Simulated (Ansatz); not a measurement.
`OC1(I)C[SiH2]1` + CH₄ → `CC1(O)C[SiH2]1` + HI  (formal exchange of groups at a C–I bond)

Calculated with Ansatz (gas phase, PBE0-D4/def2-TZVP geometries, no zero-point term in ΔE). CCSD(T)/CBS is the MP2 limit (def2-TZVPP, def2-QZVPP) plus CCSD(T) − MP2 in def2-TZVPP, frozen cores. This one scheme is used for every species. Elements past krypton have def2 core potentials. For I outer-core shells are correlated without core-valence functions, which leaves a few kJ/mol of doubt a bond. One conformer a species, not always the lowest.

```json
{"species": "`OC1(I)C[SiH2]1`", "CCSD(T)/CBS(def2) energy (Eh)": "-740.74911"}
{"species": "CH₄", "CCSD(T)/CBS(def2) energy (Eh)": "-40.46206"}
{"species": "`CC1(O)C[SiH2]1`", "CCSD(T)/CBS(def2) energy (Eh)": "-483.17290"}
{"species": "HI", "CCSD(T)/CBS(def2) energy (Eh)": "-298.03592"}
```

Question: Work out ΔE.

Answer: ΔE = (-483.17290) + (-298.03592) − (-740.74911) − (-40.46206) = 0.00235 Eh = +0.06 eV.

Largest T1 diagnostic among the species: 0.012.

The D4 term adds +0.05 eV with B3LYP and +0.02 eV with PBE0; it sums over pairs of atoms, weighted by their polarisabilities, and B3LYP, whose exchange is more repulsive, gets the larger term. From PBE to PBE0 (25 % exact exchange), in def2-TZVPP and without D4, ΔE moves by −0.08 eV.

B3LYP here is the variant with VWN-RPA as its local correlation; programs differ in this.
